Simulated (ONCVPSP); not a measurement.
Building the ONCV potential for Ta (Z = 73) (PBEsol, scalar-relativistic).

```
Element                 : tantalum
Generator               : ONCVPSP 4.0.1
Type                    : optimised norm-conserving Vanderbilt (ONCV)
Functional              : PBEsol
Relativity              : scalar-relativistic
Frozen core             : [Kr] 4d10 4f14
Valence charge          : 13
Reference configuration : 5s2 5p6 5d3 6s1 (charge +1)
Partial waves           : 5s+6s: rc 2.10 bohr, ncon 4, nbas 9, qcut 7.4 1/bohr, 3 projectors, debl 3.7 Ha; 5p: rc 1.90 bohr, ncon 4, nbas 8, qcut 8 1/bohr, 3 projectors, debl 3.4 Ha; 5d: rc 2.60 bohr, ncon 4, nbas 9, qcut 7.3 1/bohr, 2 projectors, debl 1.7 Ha
Local potential         : polynomial inside 1.40 bohr (lpopt 4, dvloc0 3 Ha)
Core correction         : Teter function, fcfact 5, rcfact 1.7
```

All-electron outer shells of the reference configuration (PBEsol, scalar-relativistic, ld1.x):

| shell | level (eV) | outermost node (bohr) | outermost maximum (bohr) |
| --- | --- | --- | --- |
| 5s | -80.26 | 0.54 | 0.98 |
| 5p | -46.66 | 0.58 | 1.13 |
| 4f | -31.96 | – | 0.44 |
| 6s | -11.66 | 1.32 | 2.68 |
| 5d | -10.53 | 0.65 | 1.56 |

Does the generator finish with these settings?

Yes, a potential is produced and its reference levels are reproduced.

Estimate the cutoffs (Ha) at which the residual kinetic energy of the hardest occupied pseudo-wave falls to 1 and 0.1 mHa per electron.

16 Ha and 22 Ha.

What does a ghost test show?

No bound ghost flagged; no localised positive-energy state flagged.

Tests: 5s2 5p6 5d3 6s2; 5s2 5p6 5d3 6s0; 5s2 5p6 5d2 6s0; 5s2 5p6 5d2 6s2. Which has the largest error in its energy relative to the reference configuration, and how large is it?

5s2 5p6 5d2 6s0, with -65 meV (all-electron minus pseudo) on +38.59 eV.
